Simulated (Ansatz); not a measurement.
```yaml
crystal:
  periodic: [false, false, false]
  atoms:
    - {symbol: F, position_ang: [-0.239020, 3.405475, 2.732386]}
    - {symbol: Si, position_ang: [0.739359, 2.384882, 0.073136]}
    - {symbol: O, position_ang: [-0.750865, -0.192193, -0.641318]}
    - {symbol: Si, position_ang: [-1.552187, -3.092325, 0.124584]}
    - {symbol: H, position_ang: [0.154069, 4.315115, -1.853073]}
    - {symbol: H, position_ang: [3.476634, 1.881713, 0.336612]}
    - {symbol: H, position_ang: [-2.282343, -4.427331, -2.242391]}
    - {symbol: H, position_ang: [0.628582, -4.383240, 1.364428]}
basis:
  gaussian: {orbitals: cc-pVDZ}
magnetization: {spin_polarized: true, initial_magnetization: 1}
hamiltonian: {xc: {name: BLYP}, dispersion: d3bjatm}
output: {forces: true}
```

```sh
$ ansatz run in.yaml --threads 4 --pin off --events-out ev --progress --plain --max-ram 10444MiB
```

It prints (some lines left out):

```
Functional definition: BLYP
979 factors; their error is unknown
mean field evaluation 1: about -20528.1063 eV, gradient 7.4e1 eV
mean field evaluation 2: about -19831.1512 eV, gradient 1.5e2 eV
mean field evaluation 4: about -20476.4986 eV, gradient 9.1e1 eV
mean field evaluation 8: about -20563.2593 eV, gradient 5.7e0 eV
mean field evaluation 16: about -20563.8416 eV, gradient 4.1e-4 eV
mean field evaluation 96: about -20563.7155 eV, gradient 1.0e-3 eV
mean field -20563.89229278 eV, -755.7091030530 hartree, gradient 2.3e-6 eV, S^2 2.582406; 22 other end points of the search recorded, 0 dependent functions left out
reference -20563.89287073 eV, -755.7091242920 hartree; 25, 24 occupied and 59, 60 virtual orbitals, 979 factors
Total energy: -20564.17094197 eV, -755.7193432218 hartree
Atom 0 at    -0.239020     3.405475     2.732386 Å, force     0.570086    -0.620812    -1.580799 eV/Å
Atom 1 at     0.739359     2.384882     0.073136 Å, force    -0.221989     0.413296     0.725343 eV/Å
Atom 2 at    -0.750865    -0.192193    -0.641318 Å, force     0.228404    -0.407076     0.450841 eV/Å
Atom 3 at    -1.552187    -3.092325     0.124584 Å, force     0.888776     0.150700    -0.623771 eV/Å
Atom 4 at     0.154069     4.315115    -1.853073 Å, force     0.155399    -0.741086     0.728853 eV/Å
Atom 5 at     3.476634     1.881713     0.336612 Å, force    -1.020382     0.125534    -0.061282 eV/Å
Atom 6 at    -2.282343    -4.427331    -2.242391 Å, force     0.274658     0.528062     0.895004 eV/Å
Atom 7 at     0.628582    -4.383240     1.364428 Å, force    -0.874951     0.551381    -0.534189 eV/Å
Dipole moment:    -0.145647    -0.814200    -0.509502 e Å
```

Q: What is wrong with this run?

A: The coordinates are in bohr but typed as ångström. The run converged. The result belongs to that input, not to the molecule as meant.
